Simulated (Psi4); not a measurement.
Interaction energy of H3N ··· BCl3 (SMILES N and ClB(Cl)Cl), singlet. Monomers: optimised at B3LYP-D3(BJ) (def2-TZVP), held rigid. Orientation: a higher rigid-body minimum at GFN2-xTB (searched outside a hard wall at short contacts). The monomers approach along the line of their centres of mass (distance R); nothing else relaxes. The shortest distances reach bonding range, where SAPT0 and rigid monomers are unreliable.

Geometry at R = 2.57 Å (first 4 atoms: monomer A):
```
8

N      0.0027     0.0014     0.2791
H      0.9357    -0.1080    -0.1017
H     -0.5623    -0.7579    -0.0837
H     -0.3761     0.8645    -0.0936
Cl     1.2729     1.9889     2.0299
B      0.7229     0.4499     2.6419
Cl    -0.8952     0.2911     3.2764
Cl     1.7918    -0.9296     2.6218
```

- PBE/def2-TZVP, counterpoise-corrected (Psi4)
- PBE-D3(BJ)/def2-TZVP, counterpoise-corrected (Psi4)
- SAPT0/jun-cc-pVDZ, frozen core (Psi4)

Interaction energies in kJ/mol; the last columns give the difference from SAPT0:

```tsv
R / Å	PBE/def2-TZVP	PBE-D3(BJ)/def2-TZVP	SAPT0/jun-cc-pVDZ	PBE/def2-TZVP − SAPT0/jun-cc-pVDZ	PBE-D3(BJ)/def2-TZVP − SAPT0/jun-cc-pVDZ
1.98	45.62	34.21	11.24	34.38	22.98
2.16	22.06	11.27	-1.61	23.67	12.88
2.33	7.99	-2.10	-9.91	17.89	7.81
2.57	-3.33	-12.29	-16.73	13.41	4.44
2.78	-7.92	-15.81	-18.84	10.92	3.03
2.99	-9.54	-16.32	-18.44	8.90	2.12
3.29	-9.12	-14.38	-15.64	6.52	1.26
3.56	-7.62	-11.68	-12.52	4.90	0.85
4.06	-4.70	-7.08	-7.68	2.98	0.60
4.78	-2.15	-3.23	-3.69	1.54	0.47
5.76	-0.72	-1.12	-1.50	0.77	0.38
7.09	-0.20	-0.32	-0.55	0.34	0.22
```

PBE/def2-TZVP is furthest from SAPT0/jun-cc-pVDZ at 1.98 (34.38 kJ/mol, above); its mean absolute difference over the points is 10.52 kJ/mol.

PBE-D3(BJ)/def2-TZVP is furthest from SAPT0/jun-cc-pVDZ at 1.98 (22.98 kJ/mol, above); its mean absolute difference over the points is 4.75 kJ/mol.
